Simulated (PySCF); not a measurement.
Below is a simulated gas-phase C 1s photoelectron spectrum of `C[C@@H]1C[C@@H]1[GeH3]`.

Every computed line was given a Gaussian of 0.8 eV full width at half maximum and an area set by the number of equivalent atoms; the highest printed point is 100. Computed with PySCF, delta-SCF UKS SCAN, pcX-2 on the ionised atom, pcseg-1 elsewhere, spin-free X2C.

```json
{"binding energy (eV)": "289.0", "intensity": "0"}
{"binding energy (eV)": "289.1", "intensity": "0"}
{"binding energy (eV)": "289.2", "intensity": "1"}
{"binding energy (eV)": "289.3", "intensity": "2"}
{"binding energy (eV)": "289.4", "intensity": "3"}
{"binding energy (eV)": "289.5", "intensity": "6"}
{"binding energy (eV)": "289.6", "intensity": "11"}
{"binding energy (eV)": "289.7", "intensity": "18"}
{"binding energy (eV)": "289.8", "intensity": "27"}
{"binding energy (eV)": "289.9", "intensity": "39"}
{"binding energy (eV)": "290.0", "intensity": "52"}
{"binding energy (eV)": "290.1", "intensity": "66"}
{"binding energy (eV)": "290.2", "intensity": "79"}
{"binding energy (eV)": "290.3", "intensity": "91"}
{"binding energy (eV)": "290.4", "intensity": "98"}
{"binding energy (eV)": "290.5", "intensity": "100"}
{"binding energy (eV)": "290.6", "intensity": "96"}
{"binding energy (eV)": "290.7", "intensity": "85"}
{"binding energy (eV)": "290.8", "intensity": "71"}
{"binding energy (eV)": "290.9", "intensity": "55"}
{"binding energy (eV)": "291.0", "intensity": "39"}
{"binding energy (eV)": "291.1", "intensity": "26"}
{"binding energy (eV)": "291.2", "intensity": "16"}
{"binding energy (eV)": "291.3", "intensity": "9"}
{"binding energy (eV)": "291.4", "intensity": "5"}
{"binding energy (eV)": "291.5", "intensity": "2"}
{"binding energy (eV)": "291.6", "intensity": "1"}
{"binding energy (eV)": "291.7", "intensity": "0"}
{"binding energy (eV)": "291.8", "intensity": "0"}
```

**Question.** Count the maxima, the lines and the sites behind this envelope.

**Answer.** The curve has 1 maximum (at 290.5 eV). Under it lie 4 lines from 4 inequivalent carbon sites. At this width some lines have no maximum of their own.

**Question.** Decompose the envelope and assign each component. Numbering: `[CH3:1][C@@H:2]1[CH2:3][C@@H:4]1[GeH3:5]`.

**Answer.** 
| position (eV) | relative area | line | atoms | environment |
| --- | --- | --- | --- | --- |
| 290.12 | 1 | C 1s | C4 | sp3 carbon bound to germanium |
| 290.44 | 1 | C 1s | C3 | three-membered-ring carbon |
| 290.60 | 1 | C 1s | C2 | three-membered-ring carbon |
| 290.62 | 1 | C 1s | C1 | methyl carbon |

The listed C 1s values span 0.50 eV, from C4 (bonded to 2 C, H and Ge) to C1 (bonded to C and 3 H). The widest gap between neighbouring values is 0.32 eV, between 290.12 and 290.44 eV. Summing the Pauling electronegativity differences to the bonded atoms, each weighted by its formal bond order, gives -0.89 for the lowest site and -1.05 for the highest; the largest sum, -0.35, belongs to C2, 0.02 eV below the top. The smallest sum, -1.05, belongs to C1, 0.50 eV above the lowest. The values 290.60 and 290.62 eV lie too close for their order to be trusted.

No satellites, vibrations or lifetime broadening are included. Geometry: PBE0-D3(BJ)/def2-SVP; no solvent, vibrations or thermal averaging.

Time: 40 s; peak memory 0.62 GiB. Hardware: one thread, Arm Neoverse V2 (aarch64), shared host with 96 logical CPUs at a one-minute load of 80.
